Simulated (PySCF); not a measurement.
CBrF$_{2}$ (SMILES F[C](F)Br), doublet, geometry from GFN2-xTB. Base run: PBE0/def2-SVP in PySCF.

Input for PySCF:
```python
from pyscf import gto, scf, dft

mol = gto.M(
    atom='''
F    -1.573528   -1.041142   -0.033772
C    -0.893714    0.041814    0.312896
F    -1.506749    1.128335   -0.132953
Br    0.945279   -0.029589   -0.010767
''',
    basis='def2-svp',
    charge=0,
    spin=1,
    verbose=4,
)

mf = dft.UKS(mol)
mf.xc = 'pbe0'
mf.kernel()
mf.analyze()
```

Variants of this job, named by their change:

| change | ΔE vs base (mEh) | fitting functions | dipole (D) |
|---|---|---|---|
| base | 0.000 | - | 0.54 |
| auxbasis = cc-pvqz-jkfit | -0.105 | 536 | 0.54 |
| auxbasis = autoaux | 0.022 | 642 | 0.54 |
| auxbasis = cc-pvtz-jkfit | -0.105 | 444 | 0.54 |
| auxbasis = even-tempered beta=3.0 | -15.571 | 447 | 0.52 |
| auxbasis = cc-pvtz-ri | -7884.6 | 409 | 0.58 |
| auxbasis = cc-pvdz-jkfit | 168.3 | 381 | 0.54 |
| auxbasis = def2-svp-ri | -7027.3 | 271 | 0.59 |
| auxbasis = def2-universal-jfit | 5395.4 | 205 | 0.53 |
| only_dfj = on; auxbasis = def2-universal-jfit | -0.269 | 205 | 0.54 |

A fitting set is made for a task (jfit for Coulomb, jkfit for Coulomb and exchange, ri for correlation) and for a family of orbital bases.

Open shells are given as the SCF converged; they aren't shown to be the lowest states, and a large step between rows can be another state.
